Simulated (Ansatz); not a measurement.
Relaxation of CH₄ClNSi (8 atoms, charge 0, multiplicity 1), to a largest force component of 0.015 eV/Å in at most 40 steps.

All numbers below come from RKS BLYP/def2-SVP in Ansatz 0.2.0.

```xyz
8
Properties=species:S:1:pos:R:3:forces:R:3
N -0.117 1.429 -0.958 -0.46 2.10 -1.22
C -0.470 0.310 -0.489 1.93 1.25 0.40
Si 0.584 -0.581 0.725 2.36 -0.23 1.45
Cl -1.850 -0.396 -1.019 -3.81 -2.50 -0.97
H -0.914 1.740 -1.635 1.43 -0.10 0.79
H 1.056 -1.891 0.211 -0.12 -0.29 -0.30
H -0.086 -0.855 2.014 -0.47 -0.01 0.23
H 1.890 0.186 1.095 -0.86 -0.22 -0.37
```

**Question.** Where does it end, and by what steps?

**Answer.** The run converged. The force dipped under the threshold on the way, but the program's further checks kept it going. After 9 steps the energy has fallen by 0.668 eV; Cl4 moved furthest, 0.23 Å.

```
step  energy less start (eV)  largest force component (eV/Å)  accepted
   0                  0.0000                           3.813       yes
   1                 -0.4414                           1.984       yes
   2                 -0.5425                           1.564       yes
   3                 -0.6321                           1.002       yes
   4                 -0.6628                           0.183       yes
   5                 -0.6665                           0.089       yes
   6                 -0.6673                           0.043       yes
   7                 -0.6675                           0.015       yes
   8                 -0.6675                           0.017       yes
   9                 -0.6675                           0.013       yes
```

```xyz
8
Properties=species:S:1:pos:R:3
N -0.133 1.486 -0.982
C -0.413 0.355 -0.498
Si 0.660 -0.604 0.769
Cl -1.945 -0.594 -0.939
H -0.831 1.852 -1.655
H 1.037 -1.919 0.162
H -0.162 -0.833 1.999
H 1.879 0.201 1.088
```

Run time: 36 s on 1 thread of AMD EPYC 7R43 64-Core Processor (Zen 3) (shared host), peak memory 0.16 GiB.
